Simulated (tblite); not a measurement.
C8H4.
SMILES: `C#CC#C/C=C\C#C`

Level: GFN2-xTB in tblite, geometry and Hessian alike; calculated harmonic values, unscaled, isolated species. This tight-binding method is rough: wavenumbers can miss measured ones by several per cent, in bad cases by 10 to 20.

Harmonic wavenumbers (cm⁻¹): 53.4, 109.6, 137.0, 205.3, 208.9, 297.6, 363.1, 372.0, 373.1, 484.5, 577.6, 625.0, 631.3, 637.0, 678.5, 763.1, 770.8, 876.0, 995.1, 1166.2, 1216.3, 1355.7, 1595.7, 2204.2, 2238.8, 2293.8, 3036.8, 3052.8, 3396.4, 3405.0.

A = 4482, B = 1024, C = 833.6 MHz; mass 100.031 u (most abundant isotopes); point group Cs, symmetry number 1.

**Question.** Zero-point energy?

**Answer.** Half the sum of the wavenumbers: 17060 cm⁻¹ = 204.09 kJ/mol.

**Question.** What is S at 200 K and 1 bar for an ideal gas of classical rigid rotors and harmonic oscillators?

**Answer.** Translation 157.99, rotation 115.60, vibration 61.63: S = 335.2 J/(mol K).

**Question.** And Cp and H(200 K) − H(0)?

**Answer.** Cp = 106.98 J/(mol K), of which vibrations give 73.72 (their classical limit is 30 R = 249.4); H(200 K) − H(0) = 13.71 kJ/mol without the zero-point energy, 7.06 from vibrations.

**Question.** Blend soft modes into free rotors: weight 1/[1 + (100 cm⁻¹/ν̃)⁴] for the oscillator and the rest for a rotor with moment μB/(μ + B), μ = h/(8π²ν), B = 10⁻⁴⁴ kg m². What vibrational entropy results?

**Answer.** 58.50 J/(mol K) in place of 61.63, which changes −T·S at 200 K by +0.63 kJ/mol.

**Question.** Which modes carry the vibrational entropy at 200 K?

**Answer.** 53.4 cm⁻¹: 16.32; 109.6 cm⁻¹: 10.50; 137.0 cm⁻¹: 8.76; 205.3 cm⁻¹: 5.79; 208.9 cm⁻¹: 5.67; 297.6 cm⁻¹: 3.41 J/(mol K); the other 24 give 11.17 together.

**Question.** What must be added to the electronic energy to get the Gibbs energy at 200 K and 1 bar?

**Answer.** ZPE + [H(200 K) − H(0)] − T·S = 204.09 + 13.71 − 67.05 = 150.75 kJ/mol.

**Question.** How do the functions run with temperature in this model?

**Answer.** 
```csv
T (K),S (J/(mol K)),Cp (J/(mol K)),H − H(0) (kJ/mol),G − H(0) (kJ/mol),ln q(vib)
150,307.2,88.5,8.81,-37.26,2.12
250,360.9,123.5,19.48,-70.75,4.24
298.15,383.9,137.3,25.76,-88.69,5.27
400,427.6,160.4,40.99,-130.06,7.43
600,498.9,190.9,76.36,-222.99,11.40
900,582.1,219.4,138.23,-385.70,16.62
```

q(vib) and H(0) count from the zero-point level.

Hindered rotation and anharmonicity are outside this model.
